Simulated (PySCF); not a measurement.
## Working out the ionisation energy of Cd⁺

Cd⁺ [Kr] 4d10 5s1 (2S) → Cd²⁺ [Kr] 4d10 (1S). Computed with PySCF 2.14 in aug-cc-pwCVDZ-PP with ECP28MDF, with scalar relativity through the core potential. Frozen: nothing. Energies in hartree (1 hartree = 27.21139 eV):

```json
{"part": "UHF", "Cd⁺ (lower)": "-166.568382", "Cd²⁺ (upper)": "-165.996350"}
{"part": "MP2 opposite-spin", "Cd⁺ (lower)": "-0.410817", "Cd²⁺ (upper)": "-0.382961"}
{"part": "MP2 same-spin", "Cd⁺ (lower)": "-0.210088", "Cd²⁺ (upper)": "-0.189485"}
```

Problem. What does Hartree-Fock give?

Solution. (-165.996350) − (-166.568382) = 0.572032 hartree = 15.566 eV.

Problem. What do MP2 and SCS-MP2 (6/5 opposite-spin, 1/3 same-spin) give?

Solution. The opposite-spin parts differ by 0.758 eV and the same-spin parts by 0.561 eV. MP2: 15.566 + (0.758) + (0.561) = 16.885 eV. SCS-MP2: 15.566 + 1.2 × (0.758) + (0.561)/3 = 16.663 eV.

Measured between the centres of the two terms (NIST): 16.908 eV, so MP2 (valence and next inner shell) is off by -0.023 eV.

A double-zeta basis recovers only part of the correlation energy.

What remains against the reference includes basis incompleteness and correlation beyond second order.
